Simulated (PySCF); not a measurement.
**`InChI=1S/C6H9F/c1-5(2)4-6(3)7/h1-3H3`**

Molfile (atoms numbered from 1):
```
C6H9F
     RDKit          3D

 16 15  0  0  0  0  0  0  0  0999 V2000
   -2.2771    1.7293    0.6469 C   0  0  0  0  0  0  0  0  0  0  0  0
   -1.4488    0.4732    0.6598 C   0  0  0  0  0  0  0  0  0  0  0  0
   -2.1517   -0.7873    1.0855 C   0  0  0  0  0  0  0  0  0  0  0  0
   -0.1796    0.4760    0.3140 C   0  0  0  0  0  0  0  0  0  0  0  0
    1.0957    0.4841    0.0099 C   0  0  0  0  0  0  0  0  0  0  0  0
    2.2414    0.7016    0.9352 C   0  0  0  0  0  0  0  0  0  0  0  0
    1.4993    0.2832   -1.2633 F   0  0  0  0  0  0  0  0  0  0  0  0
   -2.6945    1.9253    1.6489 H   0  0  0  0  0  0  0  0  0  0  0  0
   -1.6918    2.6027    0.3325 H   0  0  0  0  0  0  0  0  0  0  0  0
   -3.1339    1.6156   -0.0381 H   0  0  0  0  0  0  0  0  0  0  0  0
   -3.0096   -0.9900    0.4228 H   0  0  0  0  0  0  0  0  0  0  0  0
   -1.4819   -1.6564    1.0660 H   0  0  0  0  0  0  0  0  0  0  0  0
   -2.5567   -0.6758    2.1054 H   0  0  0  0  0  0  0  0  0  0  0  0
    2.9207   -0.1657    0.9108 H   0  0  0  0  0  0  0  0  0  0  0  0
    2.8232    1.5835    0.6218 H   0  0  0  0  0  0  0  0  0  0  0  0
    1.8916    0.8524    1.9638 H   0  0  0  0  0  0  0  0  0  0  0  0
  1  2  1  0
  2  3  1  0
  2  4  2  0
  4  5  2  0
  5  6  1  0
  5  7  1  0
  1  8  1  0
  1  9  1  0
  1 10  1  0
  3 11  1  0
  3 12  1  0
  3 13  1  0
  6 14  1  0
  6 15  1  0
  6 16  1  0
M  END
```

Method used: PySCF 2.14.0, quadratic response CAM-B3LYP/aug-cc-pVDZ first hyperpolarisability, Taylor convention, gas phase. Geometry: PBE0-D3(BJ)/def2-SVP.

(1) Give the tensor of the second harmonic β(−2ω;ω,ω) at 1907 nm in the axes of these coordinates.

## Answers

(1) In au, Taylor convention; rows are the first index (the induced dipole):
```csv
,xx,yy,zz,xy,xz,yz
x,+47.1,+8.6,+55.9,-1.8,-19.2,+7.7
y,-1.7,-4.8,-5.0,+8.2,+7.7,-11.1
z,-18.8,-11.1,-66.8,+7.7,+55.4,-5.0
```
Norm of βᵢ = ⅓ Σⱼ (βᵢⱼⱼ + βⱼᵢⱼ + βⱼⱼᵢ): 147.8 au, hyper-Rayleigh value 58.2 au.
